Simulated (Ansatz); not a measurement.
Reaction (ligand exchange at the Si–O bond): `COB(N)O[SiH3]` + `CCBO` → `CCBO[SiH3]` + `COB(N)O`

Calculated with Ansatz (gas phase, PBE0-D4/def2-TZVP geometries, no zero-point term in ΔE). CCSD(T)/CBS adds triple-zeta CCSD(T) − MP2 to the extrapolated MP2 energy (def2 sets, frozen cores). DFT in def2-TZVPP. B3LYP here is the variant with VWN-RPA as its local correlation; programs differ in this. One conformer a species, not always the lowest.

`COB(N)O[SiH3]`:

```xyz
14

C    -1.148   -1.696   -1.195
O    -0.566   -1.640    0.086
B     0.036   -0.494    0.524
N     0.608   -0.497    1.811
O     0.064    0.612   -0.297
Si    0.685    2.123   -0.244
H    -1.579   -2.690   -1.319
H    -0.405   -1.531   -1.981
H    -1.940   -0.950   -1.310
H     0.571   -1.311    2.397
H     1.054    0.300    2.226
H     1.209    2.441    1.115
H     1.795    2.239   -1.223
H    -0.383    3.093   -0.588
```

`CCBO`:

Cartesian coordinates in Å:
```
C -0.462 0.669 -1.197
C 0.222 -0.372 -0.312
B -0.147 -0.267 1.209
O 0.745 -0.457 2.211
H -0.136 1.681 -0.945
H -0.245 0.509 -2.256
H -1.547 0.638 -1.071
H 1.308 -0.355 -0.470
H -0.103 -1.375 -0.630
H -1.271 -0.032 1.567
H 1.636 -0.636 1.894
```

`CCBO[SiH3]`:

Z-matrix (Å, degrees):
```
C
C 1 1.525
H 1 1.093 2 111.3
H 1 1.092 2 112.0 3 -120.2
H 1 1.093 2 111.2 3 119.3
B 2 1.563 1 115.4 3 -64.9
H 2 1.102 1 109.3 3 177.0
H 2 1.096 1 111.5 3 61.8
O 6 1.356 2 120.1 1 154.8
H 6 1.209 2 121.6 1 -27.1
Si 9 1.652 6 132.1 2 177.6
H 11 1.483 9 108.3 6 -119.5
H 11 1.483 9 108.2 6 121.6
H 11 1.486 9 110.5 6 1.1
```

`COB(N)O`:

```xyz
11

C     0.584   -0.728   -1.279
O    -0.596   -0.589   -0.532
B    -0.633    0.209    0.587
N     0.478    0.933    1.063
O    -1.821    0.299    1.269
H     1.394   -1.157   -0.678
H     0.382   -1.402   -2.112
H     0.918    0.233   -1.688
H     1.382    0.930    0.632
H     0.410    1.506    1.885
H    -2.499   -0.235    0.852
```

```tsv
level	ΔE (kJ/mol)	difference from CCSD(T)/CBS
B3LYP-D4	5.8	1.5
ωB97X-V	4.4	0.1
PBE0	3.5	-0.8
B3LYP	3.6	-0.7
HF/def2-TZVPP	2.2	-2.1
SCS-MP2/def2-TZVPP	4.1	-0.2
CCSD/def2-TZVPP	4.1	-0.2
CCSD(T)/def2-TZVPP	4.6	0.3
MP2/def2-QZVPP	3.9	-0.4
MP2/CBS(def2)	3.7	-0.6
CCSD(T)/CBS	4.3	0
```

Largest T1 diagnostic among the species: 0.011.
